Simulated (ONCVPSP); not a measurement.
**Be: excitation energies, all-electron against ONCV**

| Item | Value |
| --- | --- |
| Element | beryllium (Be) |
| Generator | ONCVPSP 4.0.1 |
| Type | optimised norm-conserving Vanderbilt (ONCV) |
| Functional | PBE |
| Relativity | scalar-relativistic |
| Frozen core | none |
| Valence charge | 4 |
| Reference configuration | 1s2 2s2 |
| Partial waves | 1s+2s: rc 0.80 bohr, ncon 4, nbas 8, qcut 18 1/bohr, 2 projectors; p scattering state at 0.02 Ha: rc 0.80 bohr, ncon 4, nbas 7, qcut 9 1/bohr, 2 projectors, debl 0.8 Ha; d scattering state at 0.3 Ha: rc 0.80 bohr, ncon 3, nbas 6, qcut 10.2 1/bohr, 2 projectors, debl 1 Ha |
| Local potential | polynomial inside 0.60 bohr (lpopt 5, dvloc0 0 Ha) |
| Core correction | none |

Energies are relative to the spin-unpolarised reference configuration 1s2 2s2; without spin polarisation the order of configurations can differ from experiment.

```json
{"valence configuration": "1s2 2s1", "charge": "+1", "ΔE all-electron (eV)": "9.551", "error AE − PS (meV)": "+0.4"}
{"valence configuration": "1s2 2s1.5", "charge": "+0.5", "ΔE all-electron (eV)": "3.761", "error AE − PS (meV)": "+0.1"}
{"valence configuration": "1s2 2s0 2p2", "charge": "0", "ΔE all-electron (eV)": "7.251", "error AE − PS (meV)": "+3.2"}
```

**Question.** What are ΔE and the potential's error for 1s2 2s0?

**Answer.** ΔE = 27.498 eV all-electron; the error (AE − PS) is +3.2 meV.
